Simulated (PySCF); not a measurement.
C₄H₂Br₂, SMILES C#C/C(Br)=C\Br. Atoms are numbered in the order given.

```xyz
8

C      2.7960    -0.1592     0.0000
C      1.5897    -0.2877     0.0000
C      0.1871    -0.4629     0.0000
Br    -0.4183    -2.2619     0.0000
C     -0.7370     0.5134     0.0000
Br    -0.2981     2.3225     0.0000
H      3.8637    -0.0373     0.0000
H     -1.8062     0.2975     0.0000
```

Coordinates come from a PBE0-D3(BJ)/def2-SVP optimisation. The structure was generated by enumeration; whether it is a known compound was not checked.

These are TDA-LC-ωPBE/def2-SVPD (PySCF 2.14.0) values and carry that method's errors.

Vertical excitations. Isolated molecule, no solvent. State labels are in the subgroup Cs.

Computed excitation energies, oscillator strengths and character:
```tsv
state	symmetry	energy (eV)	λ (nm)	f	main pairs
S1	A"	5.17	240	0.000	HOMO→LUMO+1 82 %
S2	A'	5.51	225	0.352	HOMO→LUMO 81 %
S3	A"	5.54	224	0.000	HOMO−1→LUMO 69 %, HOMO−4→LUMO 19 %
S4	A"	6.14	202	0.001	HOMO→LUMO+2 40 %, HOMO−3→LUMO+1 16 %, HOMO→LUMO+7 11 %, HOMO→LUMO+10 7 %
S5	A'	6.34	196	0.079	HOMO−1→LUMO+1 38 %, HOMO−3→LUMO 25 %, HOMO→LUMO 9 %, HOMO−2→LUMO+1 8 %
S6	A"	6.48	191	0.000	HOMO−3→LUMO+1 42 %, HOMO→LUMO+2 19 %, HOMO→LUMO+11 7 %
S7	A"	6.51	190	0.000	HOMO−2→LUMO 68 %, HOMO−4→LUMO 19 %
S8	A'	6.54	190	0.025	HOMO−4→LUMO+1 33 %, HOMO−3→LUMO 32 %, HOMO−1→LUMO+1 8 %, HOMO−2→LUMO+1 6 %
S9	A"	6.85	181	0.001	HOMO−4→LUMO 54 %, HOMO−2→LUMO 28 %, HOMO−1→LUMO 13 %
S10	A'	6.94	179	0.000	HOMO−2→LUMO+1 31 %, HOMO−2→LUMO+2 28 %, HOMO−1→LUMO+2 9 %, HOMO−2→LUMO+7 8 %
T1	A'	3.02	411	0	HOMO→LUMO 86 %
T2	A"	4.64	267	0	HOMO→LUMO+1 76 %
T3	A'	4.97	249	0	HOMO−1→LUMO+1 26 %, HOMO−3→LUMO 16 %, HOMO−1→LUMO+5 8 %, HOMO−1→LUMO+2 6 %
T4	A"	5.06	245	0	HOMO−1→LUMO 48 %, HOMO−4→LUMO 19 %
```
Triplets are in the Tamm–Dancoff approximation.
